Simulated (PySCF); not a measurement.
Polarisability and C₆ of Al (aluminium, neutral)

[Ne] 3s2 3p1, 2P determinant. Computed with PySCF 2.14 in aug-cc-pV(5+d)Z (8s7p6d4f3g2h, 136 functions), with no relativity, point nucleus. Coupled (time-dependent) response in atomic units; α is the mean over directions.

| method | mean α (bohr³) | α xx, yy, zz | C₆ (like pair) | S(−4) |
| --- | --- | --- | --- | --- |
| UHF | 61.23 | 51.98, 79.74, 51.98 | 554.1 | 1956 |
| PBE | 65.72 | 53.56, 90.06, 53.56 | 583.2 | 2816 |
| PBE0 | 62.43 | 51.97, 83.37, 51.97 | 554.2 | 2294 |

S(−4) is the Cauchy moment in α(ω) = α(0) + S(−4) ω² + …

Reference α: 57.8 ± 1 bohr³ (recommended; Schwerdtfeger and Nagle, table of static dipole polarizabilities (2023 update)). Published C₆: 528.0 (Chu and Dalgarno (2004); Tang, Norbeck and Certain (1976)).

α(iu) at PBE:

```tsv
u (hartree)	α(iu) (bohr³)
0	65.72
0.0500	59.68
0.100	48.23
0.200	29.74
0.300	18.99
0.500	9.148
0.750	4.706
1.00	2.889
1.50	1.468
2.00	0.9285
3.00	0.5047
5.00	0.2397
```

A single London oscillator, α(iu) = α/(1 + u²/ω²), gives C₆ = (3/4) ω α². Matching the computed C₆ needs ω = 4 × 583.2 / (3 × 65.72²) = 0.180 hartree.

The components differ because the open shell of this determinant is not spherical; for a pure term their mean is the scalar polarisability.
